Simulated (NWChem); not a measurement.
The numbers come from NWChem runs, not from measurements. System: HCl2Ge, charge 0, spin multiplicity 2, at a geometry optimised with UPBE0/def2-SVP. The structure started from a generated list of species. Its SCF solution wasn't tested for a lower state. Level: UB2PLYP/3-21G, 19 core orbitals frozen.

Job file:

```
start mol
memory heap 200 mb stack 900 mb global 1100 mb
geometry units angstroms nocenter noautoz
  Cl    -0.550560    -0.319141     1.753949
  Ge     0.525494     0.350853     0.000000
  Cl    -0.550560    -0.319141    -1.753949
  H      1.903258    -0.376504     0.000000
  symmetry group Cs
end
basis spherical
  * library 3-21g
end
dft
  xc hfexch 0.53 becke88 0.47 lyp 0.73 mp2 0.27
  dftmp2
  odft
  mult 2
  semidirect memsize 60000000 filesize 0
  iterations 100
end
mp2
  freeze core 19
end
task dft energy
```

Output (cleaned and shortened):

```
             Northwest Computational Chemistry Package (NWChem) 7.3.0
             --------------------------------------------------------

                                NWChem Input Module
                                -------------------

 Scaling coordinates for geometry "geometry" by  1.889725989
 (inverse scale =  0.529177249)

 Turning off AUTOSYM since
 SYMMETRY directive was detected!

                             Geometry "geometry" -> ""
                             -------------------------

 Output coordinates in angstroms (scale by  1.889725989 to convert to a.u.)

  No.       Tag          Charge          X              Y              Z
 ---- ---------------- ---------- -------------- -------------- --------------
    1 Cl                  17.0000    -0.55056000    -0.31914100     1.75394900
    2 Ge                  32.0000     0.52549400     0.35085300     0.00000000
    3 Cl                  17.0000    -0.55056000    -0.31914100    -1.75394900
    4 H                    1.0000     1.90325800    -0.37650400     0.00000000

 Effective nuclear repulsion energy (a.u.)     326.4790443289

            Nuclear Dipole moment (a.u.)
            ----------------------------
        X                 Y               Z
 ---------------- ---------------- ----------------
     0.0000491329    -0.0000037795     0.0000000000

      Symmetry information
      --------------------

 Group name             Cs
 Group number              2
 Group order               2
 No. of unique centers     3

      Symmetry unique atoms

     1    2    4


 Summary of "ao basis" -> "" (spherical)
 ------------------------------------------------------------------------------
       Tag                 Description            Shells   Functions and Types
 ---------------- ------------------------------  ------  ---------------------
 *                           3-21g                    on all atoms

  dft_input: which_mp2 not specified, using semidirect MP2 by default.

                                 NWChem DFT Module
                                 -----------------

 Summary of "ao basis" -> "ao basis" (spherical)
 ------------------------------------------------------------------------------
       Tag                 Description            Shells   Functions and Types
 ---------------- ------------------------------  ------  ---------------------
 Cl                          3-21g                   7       13   4s3p
 Ge                          3-21g                  10       22   5s4p1d
 H                           3-21g                   2        2   2s

 Summary of "ao basis" -> "ao basis" (spherical)
 ------------------------------------------------------------------------------
       Tag                 Description            Shells   Functions and Types
 ---------------- ------------------------------  ------  ---------------------
 Cl                          3-21g                   7       13   4s3p
 Ge                          3-21g                  10       22   5s4p1d
 H                           3-21g                   2        2   2s

      Symmetry analysis of basis
      --------------------------

        a'         31
        a"         19

            General Information
            -------------------
          SCF calculation type: DFT
          Wavefunction type:  spin polarized.
          No. of atoms     :     4
          No. of electrons :    67
           Alpha electrons :    34
            Beta electrons :    33
          Charge           :     0
[...]
    12     -0.214278  1 Cl py                47      0.214278  3 Cl py

   alpha - beta orbital overlaps
   -----------------------------

   alpha      1      2      3      4      5      6      7      8      9     10
    beta      1      2      3      4      7      5      6      8      9     10
 overlap   1.000  1.000  1.000  1.000  0.797  1.000  0.797  1.000  1.000  0.947

   alpha     11     12     13     14     15     16     17     18     19     20
    beta     11     14     15     12     13     16     17     18     19     20
 overlap   0.944  0.941  0.875  0.928  0.998  1.000  1.000  0.743  0.743  0.992

   alpha     21     22     23     24     25     26     27     28     29     30
    beta     21     23     22     24     25     26     27     28     29     30
 overlap   0.984  0.994  0.992  0.983  1.000  1.000  0.993  0.971  0.988  0.963

   alpha     31     32     33     34     35     36     37     38     39     40
    beta     31     32     33     34     35     36     37     38     39     41
 overlap   0.987  0.994  0.999  0.979  0.997  0.999  0.996  0.982  0.867  0.867

   alpha     41     42     43     44     45     46     47     48     49     50
    beta     40     42     43     44     45     46     47     48     49     50
 overlap   0.999  0.999  1.000  0.999  0.999  0.998  1.000  1.000  1.000  1.000

     --------------------------
     Expectation value of S2:
     --------------------------
      <S2> =      0.7535 (Exact =     0.7500)

 center of mass
 --------------
 x =   0.02946452 y =   0.04221575 z =   0.00000000

 moments of inertia (a.u.)
 ------------------
         826.506252546763         -89.794077474348           0.000000000000
         -89.794077474348         929.833015972344           0.000000000000
           0.000000000000           0.000000000000         219.696433508465

     Multipole analysis of the density
     ---------------------------------

     L   x y z        total         alpha         beta         nuclear
     -   - - -        -----         -----         ----         -------
     0   0 0 0     -0.000000    -34.000000    -33.000000     67.000000

     1   1 0 0      1.041213      0.060927      0.980237      0.000049
     1   0 1 0      0.593783     -0.293735      0.887522     -0.000004
     1   0 0 1      0.000000     -0.000000      0.000000      0.000000

     2   2 0 0    -32.364932    -58.775113    -54.884925     81.295107
     2   1 1 0      0.070660    -20.496877    -19.275920     39.843456
     2   1 0 1     -0.000000     -0.000000     -0.000000      0.000000
     2   0 2 0    -32.138047    -32.093106    -26.984404     26.939463
     2   0 1 1     -0.000000     -0.000000      0.000000      0.000000
     2   0 0 2    -38.264170   -207.703034   -204.078254    373.517119

                   NWChem MP2 Semi-direct Energy/Gradient Module
                   ---------------------------------------------

  Basis functions       =     50
  Molecular orbitals    =     50
  Frozen core           =     19
  Frozen virtuals       =      0
  Active alpha occupied =     15
  Active beta occupied  =     14
  Active alpha virtual  =     16
  Active beta virtual   =     17
  Use MO symmetry       = T
  Use skeleton AO sym   = T

  AO/Fock/Back tols     =   1.0D-09  1.0D-09  1.0D-09

 GA uses MA = F    GA memory limited = T

 Available:
  local mem=  4.43D+07
 global mem=  1.44D+08
 local disk=  0.00D+00
  mp2_memr nvloc                    16
  nvloc new                    16
   1 passes of  15:        2097152                      11220                    959062.
   1 passes of  15: M     44323933           G      144174200           F      42226781.

 Semi-direct pass number   1 of   1  for UHF alpha       at        1.4s
  vrange nnbf                  1170
  mp2_eaftype                    10  avail_ma_in_mb                   386
 EAF : mp2_eaftype filesize          10     479531.
  mp2_eaf for mointskh                     10
Node 0 wrote      2.2 Mb in      0.0 s     Agg I/O rate:  1684.5 Mb/s
 Done moints_semi at        2.1s
  mp2_eaftype                    10  avail_ma_in_mb                   386
 EAF : mp2_eaftype filesize          10     479531.
  mp2_eaf for kh                    10
 Done maket at        2.1s
 Done multipass loop at        2.1s

 GA uses MA = F    GA memory limited = T

 Available:
  local mem=  4.43D+07
 global mem=  1.44D+08
 local disk=  0.00D+00
  mp2_memr nvloc                    17
  nvloc new                    17
   1 passes of  14:        2097152                      11169                    951106.
   1 passes of  14: M     44323933           G      144174200           F      42226781.

 Semi-direct pass number   1 of   1  for UHF beta        at        2.1s
  vrange nnbf                  1170
  mp2_eaftype                    10  avail_ma_in_mb                   386
 EAF : mp2_eaftype filesize          10     475553.
  mp2_eaf for mointskh                     10
Node 0 wrote      2.2 Mb in      0.0 s     Agg I/O rate:  1668.9 Mb/s
 Done moints_semi at        2.8s
  mp2_eaftype                    10  avail_ma_in_mb                   386
 EAF : mp2_eaftype filesize          10     475553.
  mp2_eaf for kh                    10
 Done maket at        2.8s
 Done multipass loop at        2.8s

          -------------------------------------------
          DFT energy                   -2982.745045205566
          Unscaled MP2 energy             -0.167717186889
          Total DFT+MP2 energy         -2982.790328846026
          -------------------------------------------

 -----------------------
 Performance information
 -----------------------

 Timer overhead =  2.27D-07 seconds/call

               Nr. of calls         CPU time (s)                 Wall time (s)                GFlops
             ---------------    -------------------     ------------------------------   -------------------
Name         Min   Avg   Max    Min     Avg     Max     Min     Avg     Max   Mx/calls   Min     Max     Sum
mp2: moin     2     2     2    1.3     1.3     1.3      1.3     1.3     1.3    0.67      0.0     0.0     0.0
mp2: make     2     2     2   3.37E-2 3.37E-2 3.37E-2  3.37E-2 3.37E-2 3.37E-2 1.68E-2   0.0     0.0     0.0
mp2: tota     1     1     1    1.4     1.4     1.4      1.4     1.4     1.4     1.4      0.0     0.0     0.0

 The average no. of pstat calls per process was 5.00D+00
 with a timing overhead of 1.14D-06s

 Task  times  cpu:        2.8s     wall:        2.8s

 Total times  cpu:        2.8s     wall:        2.8s
```
